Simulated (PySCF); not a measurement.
Compound: C3H2F5O2 (doublet state).
Structure used (GFN2-xTB), in Å, numbered top down from 1:
```
atom  x, y, z in Å
O1     1.961    0.578   -0.941
C2     0.781   -0.048   -0.656
O3     0.771   -1.392   -0.811
C4    -0.117    0.514    0.381
F5    -0.427    1.805    0.071
F6     0.460    0.620    1.639
C7    -1.423   -0.299    0.540
F8    -2.302    0.352    1.297
F9    -1.995   -0.513   -0.645
F10   -1.198   -1.479    1.108
H11    1.912    1.521   -0.739
H12    1.578   -1.659   -1.272
```

The hyperfine couplings belong to this conformer and change with its torsions.

Identity: `O[C](O)C(F)(F)C(F)(F)F` [radical].

Level of theory: UKS B3LYP, pcH-1 on C F H O, non-relativistic, mean-field spin-orbit, GIAO in PySCF 2.14.0. Isolated species at its GFN2-xTB geometry (one conformer only). A GFN2-xTB geometry isn't a minimum of the functional, and hyperfine couplings can be far from their values at a DFT geometry. Stability of the SCF solution: not tested.

**Question.** The isotropic 13C couplings are +197.4, +20.1, -3.3 MHz. Assign them to C2; C4; C7.

**Answer.** 
```json
{"site": "C2", "a_iso (MHz)": "+197.4", "ρ(0) (bohr⁻³)": "+0.1756", "position": "largest spin population", "distance from C2 (Å)": "0.00", "spin population": "+0.73", "largest |T| (MHz)": "142.2"}
{"site": "C4", "a_iso (MHz)": "+20.1", "ρ(0) (bohr⁻³)": "+0.0179", "position": "1 bond from C2", "distance from C2 (Å)": "1.48", "spin population": "+0.03", "largest |T| (MHz)": "12.4"}
{"site": "C7", "a_iso (MHz)": "-3.3", "ρ(0) (bohr⁻³)": "-0.0030", "position": "2 bonds from C2", "distance from C2 (Å)": "2.52", "spin population": "0.00", "largest |T| (MHz)": "1.9"}
```

**Question.** The isotropic 19F couplings, averaged over equivalent nuclei, are +176.1, +9.4 MHz. Assign them to F5/F6; F8/F9/F10.

**Answer.** 
```
     site  a_iso (MHz)  ρ(0) (bohr⁻³)         position  distance from C2 (Å)  bound to  spin population there  largest |T| (MHz)
    F5/F6       +176.1        +0.0419  2 bonds from C2                  2.37        C4                  +0.03              135.3
F8/F9/F10         +9.4        +0.0022  3 bonds from C2                  3.17        C7                   0.00               10.1
```

ρ(0) is the spin density at the nucleus and T the dipolar tensor; entries for several nuclei are means. The Mulliken spin populations are largest on C2 (+0.73), O3 (+0.11) and O1 (+0.10). C2 is the only atom above +0.15. The angles at C2 add up to 352.5°, so it is slightly pyramidal.

Means are taken over nuclei equivalent by connectivity, which assumes that they swap fast. The three 19F nuclei of mean +9.4 MHz run from -1.6 to 26.5 MHz in the frozen geometry. The 19F value of +176.1 MHz is a mean of couplings from 95.5 to 256.7 MHz in this one geometry, not an average over conformers.
